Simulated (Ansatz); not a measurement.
Reaction (substitution at a C–Cl bond): `ClC1BC1` + HI → `IC1BC1` + HCl

Gas-phase electronic energies from Ansatz, PBE0-D4/def2-TZVP geometries. CCSD(T)/CBS is the MP2 limit (def2-TZVPP, def2-QZVPP) plus CCSD(T) − MP2 in def2-TZVPP, frozen cores. This one scheme is used for every species. def2 core potentials past Kr. For I outer-core shells are correlated without core-valence functions, which leaves a few kJ/mol of doubt a bond.

```tsv
level	ΔE (kJ/mol)
MP2/def2-TZVPP	-40.3
CCSD/CBS(def2)	-32.0
```

(1) What does CCSD(T)/CBS give? (Best estimate.)

(2) What do rigid-rotor, harmonic-oscillator terms from PBE0-D4/def2-TZVP frequencies (298.15 K, 1 bar) make of the CCSD(T)/CBS value? (An estimate is asked.)

Largest T1 diagnostic among the species: 0.011.

## Answers

(1) Computed: -35.6 kJ/mol. The listed levels differ from it by -4.7, 3.6 kJ/mol.

(2) Computed: ΔZPE = +2.4 kJ/mol, ΔH = -32.8 kJ/mol, ΔS = 0 J/(mol·K), ΔG = -32.9 kJ/mol.

In def2-TZVPP, CCSD(T) changes the Hartree–Fock value by −19.3 kJ/mol (the triples alone add −3.6 kJ/mol) and MP2 by −26.9 kJ/mol. At CCSD(T), def2-SVP lies +15.5 kJ/mol from the extrapolated value and def2-TZVPP +2.9 kJ/mol. The D4 term adds −4.5 kJ/mol with B3LYP and −2.3 kJ/mol with PBE0; it sums over pairs of atoms, weighted by their polarisabilities, and B3LYP, whose exchange is more repulsive, gets the larger term.

B3LYP here is the variant with VWN-RPA as its local correlation; programs differ in this.
